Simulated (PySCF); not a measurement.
## EPR parameters of C6H7FN

Species: C6H7FN (doublet state).
Atom-mapped SMILES: `[CH3:1][C:2]1=[CH:3][CH:4]=[CH:5][N:6][C@H:7]1[F:8]` (hydrogens: H9, H10, H11 on C1; H12 on C3; H13 on C4; H14 on C5; H15 on C7)

Structure used (GFN2-xTB), in Å, numbered top down from 1:
```xyz
15
C6H7FN angstrom
C     -2.0193   -0.3723   -0.3213
C     -0.5819   -0.0597   -0.1241
C     -0.0048    1.1343   -0.4475
C      1.3607    1.3457   -0.2265
C      2.1142    0.3120    0.3630
N      1.6418   -0.8352    0.7147
C      0.2880   -1.1445    0.4501
F     -0.2885   -1.6345    1.6272
H     -2.4571   -0.7133    0.6175
H     -2.5630    0.4981   -0.6791
H     -2.1336   -1.1847   -1.0413
H     -0.6123    1.9283   -0.8605
H      1.8186    2.2945   -0.4511
H      3.1636    0.4671    0.5810
H      0.2694   -2.0279   -0.2240
```

Method: UKS B3LYP, pcH-1 on C F H N, non-relativistic, mean-field spin-orbit, GIAO in PySCF 2.14.0. Geometry: GFN2-xTB; no solvent, vibrations or thermal averaging. A GFN2-xTB geometry isn't a minimum of the functional, and hyperfine couplings can be far from their values at a DFT geometry. Stability of the SCF solution: not tested. ⟨S²⟩ is 0.779 where a pure state has 0.75.

```
g1, g2, g3      : 2.00166, 2.00281, 2.00430
g_iso           : 2.00293
Form of g       : rhombic: the two nearest values differ by 43 % of g3 − g1
⟨S²⟩            : 0.7794 (exact 0.7500)
Total energy    : -387.41100 Eh
Basis functions : 270
```

Isotropic coupling and dipolar principal values T1 to T3, in MHz; ρ(0) is the spin density at the nucleus:

```tsv
atom	isotope	a_iso	T1	T2	T3	Mulliken spin population	ρ(0) (bohr⁻³)
C1	13C	-14.9	-1.2	0.5	0.8	-0.04	-0.0133
C2	13C	42.7	-36.8	-35.2	72.0	0.44	0.0380
C3	13C	-36.0	-22.5	9.7	12.9	-0.20	-0.0320
C4	13C	45.3	-42.9	-40.9	83.8	0.55	0.0403
C5	13C	-29.3	-17.5	6.4	11.2	-0.14	-0.0260
N6	14N	14.2	-14.1	-13.7	27.8	0.30	0.0441
C7	13C	-20.0	-3.6	0.8	2.9	-0.03	-0.0178
F8	19F	204.2	-71.5	-67.9	139.5	0.03	0.0485
H9	1H	46.2	-2.8	-1.7	4.5	0.02	0.0103
H10	1H	1.3	-2.3	-2.0	4.3	0.00	0.0003
H11	1H	53.2	-2.8	-1.8	4.6	0.02	0.0119
H12	1H	10.0	-4.0	-0.5	4.6	0.01	0.0022
H13	1H	-35.2	-20.9	-0.6	21.5	-0.02	-0.0079
H14	1H	5.0	-4.1	0.1	4.0	0.00	0.0011
H15	1H	136.3	-2.4	-0.8	3.2	0.06	0.0305
```

Largest spin populations (Mulliken): C4 (+0.55), C2 (+0.44), N6 (+0.30) and C3 (-0.20). Three atoms exceed +0.15. The positive populations add up to 1.44 and the negative ones to -0.44, together 2S = 1. The angles at C4 add up to 359.9°, so it is planar.

N6, the radical centre as drawn in `CC1=CC=C[N][C@H]1F`, holds a spin population of +0.30 out of 1.

Axes: g3 points within 15° of the C2–C3 bond.

Under fast tumbling the dipolar parts average out, and these isotropic splittings remain (the largest six): 1 × 19F (F8, I = 1/2, 2 lines) with 7.28 mT, 1 × 1H (H15, I = 1/2, 2 lines) with 4.86 mT, 1 × 1H (H13, I = 1/2, 2 lines) with 1.25 mT, 3 × 1H (H9/H10/H11, I = 1/2, 4 lines) with 1.20 mT, 1 × 14N (N6, I = 1, 3 lines) with 0.51 mT and 1 × 1H (H12, I = 1/2, 2 lines) with 0.36 mT.

Means are taken over nuclei equivalent by connectivity, which assumes that they swap fast. The three 1H nuclei of mean +33.6 MHz run from 1.3 to 53.2 MHz in the frozen geometry.

The 13C coupling of C4 (45.3 MHz) shows only in satellite lines or after enrichment, since that isotope makes up about 1.07 % of natural carbon.

Examples of negative spin density at the nucleus (bohr⁻³): C3 (-0.0320), C5 (-0.0260) and C7 (-0.0178).
